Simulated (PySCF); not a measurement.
Working out the excitation energy of O²⁺

O²⁺ [He] 2s2 2p2 (3P) → O²⁺ [He] 2s2 2p1 3s1 (3P). Calculation: PySCF 2.14, in x2c-TZVPPall with one added diffuse shell each of s, p, d type (6s4p3d1f, 40 functions); scalar relativity by spin-free X2C-1e. Frozen: 1s2. Energies in hartree (1 hartree = 27.21139 eV):

| part | O²⁺ (lower) | O²⁺ (upper) |
| --- | --- | --- |
| UHF | -73.156102 | -71.935613 |
| CCSD correlation | -0.095421 | -0.101936 |
| (T) | -0.001288 | -0.002059 |

Task: What does Hartree-Fock give?

Result: (-71.935613) − (-73.156102) = 1.220489 hartree = 33.211 eV.

Task: What do CCSD and CCSD(T) give?

Result: The CCSD correlation energies differ by -0.006515 hartree = -0.177 eV and the triples by -0.000771 hartree = -0.021 eV, so CCSD gives 33.034 eV and CCSD(T) 33.013 eV.
